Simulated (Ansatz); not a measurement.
Consider the isomerisation: `BN(C)BC` → `CB(C)BN`.

Isolated molecules relaxed with PBE0-D4/def2-TZVP in Ansatz; ΔE leaves out vibrations. CCSD(T)/CBS adds triple-zeta CCSD(T) − MP2 to the extrapolated MP2 energy (def2 sets, frozen cores). DFT in def2-TZVPP. B3LYP here is the variant with VWN-RPA as its local correlation; programs differ in this. One conformer a species, not always the lowest.

`BN(C)BC`:

Z-matrix (Å, degrees):
```
C
N 1 1.461
H 1 1.092 2 111.1
H 1 1.092 2 111.1 3 120.1
H 1 1.089 2 109.8 3 -119.9
B 2 1.433 1 120.0 3 -61.0
B 2 1.414 1 119.8 3 119.0
C 6 1.562 2 124.1 1 -0.3
H 6 1.197 2 116.2 1 -179.7
H 7 1.199 2 119.3 1 0.1
H 7 1.193 2 119.2 1 -179.9
H 8 1.091 6 116.5 2 5.4
H 8 1.097 6 108.6 2 -116.7
H 8 1.095 6 109.8 2 129.3
```

`CB(C)BN`:

Cartesian coordinates in Å:
```
C 1.641 -0.188 0.599
B 0.308 -0.034 -0.218
C 0.182 -0.800 -1.584
B -0.922 0.981 0.328
N -1.948 0.621 1.200
H 2.509 -0.475 -0.002
H 1.902 0.660 1.237
H 1.454 -1.031 1.284
H 0.529 -0.082 -2.345
H -0.834 -1.073 -1.876
H 0.838 -1.672 -1.670
H -0.943 2.130 -0.048
H -2.662 1.262 1.503
H -2.055 -0.300 1.591
```

| level | ΔE (kJ/mol) |
| --- | --- |
| PBE-D4 | 32.0 |
| B3LYP | 41.6 |
| SCS-MP2/def2-TZVPP | 56.5 |
| CCSD/CBS(def2) | 46.4 |

What does CCSD(T)/CBS give? (An estimate is asked.)

Computed: +47.0 kJ/mol. The listed levels differ from it by -15.0, -5.4, 9.5, -0.6 kJ/mol.

Largest T1 diagnostic among the species: 0.012.

From PBE to PBE0 (25 % exact exchange), in def2-TZVPP and without D4, ΔE moves by +4.6 kJ/mol. The D4 term adds +3.2 kJ/mol with B3LYP and +1.4 kJ/mol with PBE0; it sums over pairs of atoms, weighted by their polarisabilities, and B3LYP, whose exchange is more repulsive, gets the larger term. In def2-TZVPP, CCSD(T) changes the Hartree–Fock value by −7.4 kJ/mol (the triples alone add +0.7 kJ/mol) and MP2 by −3.6 kJ/mol.
